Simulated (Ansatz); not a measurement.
Mulliken charges of CH6FInSi (`C[SiH](F)[InH2]`) from B3LYP/def2-TZVPP in Ansatz (PBE0-D4/def2-TZVP geometry).

| atom | x (Å) | y (Å) | z (Å) | charge (e) |
| --- | --- | --- | --- | --- |
| C1 | -1.017 | -0.522 | -1.190 | -0.392 |
| Si2 | 0.267 | -0.749 | 0.146 | 0.455 |
| F3 | 1.556 | -1.456 | -0.522 | -0.335 |
| In4 | 0.964 | 1.448 | 1.318 | 0.351 |
| H5 | -1.262 | -1.482 | -1.651 | 0.110 |
| H6 | -1.932 | -0.106 | -0.759 | 0.107 |
| H7 | -0.671 | 0.156 | -1.972 | 0.103 |
| H8 | -0.259 | -1.721 | 1.151 | -0.110 |
| H9 | -0.245 | 2.440 | 2.068 | -0.147 |
| H10 | 2.600 | 1.994 | 1.410 | -0.143 |

Task: By hand: the dipole of these point charges (1 e Å = 4.8032 D).

Result: Σ q r = (-0.385, 0.247, 0.072) e Å, of length 0.463 e Å = 2.22 D.

Task: How does the dipole of the full density compare? (Best estimate.)

Result: Ansatz gave: (-0.303, 0.084, -0.049) e Å, 1.53 D; the point charges give 1.45 times that, at 25° from its direction.

Point charges leave out the atoms' own dipoles, such as those of lone pairs, and Mulliken's split depends on the basis, so the two needn't agree.

B3LYP here is the variant with VWN-RPA as its local correlation; programs differ in this.
